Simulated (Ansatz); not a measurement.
Question: Name a neutral molecule of Br, C, Cl, Hf, O, Si and H with LUMO energy (PBE/def2-TZVPP) between -2.30 and -2.00 eV and size of the dipole moment (PBE/def2-TZVPP) between 1.55 and 1.85 D (Ansatz, PBE0-D4/def2-TZVP geometry).

Answer: `[CH3][Hf]([Cl])([Br])[O][SiH3]` (-2.20 eV, 1.80 D). Other molecules can fit too; these were computed, each in one conformer that needn't be the lowest.
